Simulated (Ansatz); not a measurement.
`C[O][AlH][Cl]` + `N=CS` → `C/N=C/S` + `[OH][AlH][Cl]`  (substitution at a C–O bond)

Isolated molecules relaxed with PBE0-D4/def2-TZVP in Ansatz; ΔE leaves out vibrations. CCSD(T)/CBS is the MP2 limit (def2-TZVPP, def2-QZVPP) plus CCSD(T) − MP2 in def2-TZVPP, frozen cores. This one scheme is used for every species. DFT in def2-TZVPP. Each species was taken in one conformer, which may not be the lowest.

```json
{"level": "B2PLYP", "ΔE (kJ/mol)": "-35.1"}
{"level": "PBE", "ΔE (kJ/mol)": "-36.6"}
```

**Question.** What does CCSD(T)/CBS give? (Best estimate.)

**Answer.** Ansatz gave: -38.3 kJ/mol. The listed levels differ from it by 3.2, 1.7 kJ/mol.

Largest T1 diagnostic among the species: 0.014.

In def2-TZVPP, CCSD(T) changes the Hartree–Fock value by −8.7 kJ/mol (the triples alone add −1.2 kJ/mol) and MP2 by −14.1 kJ/mol.
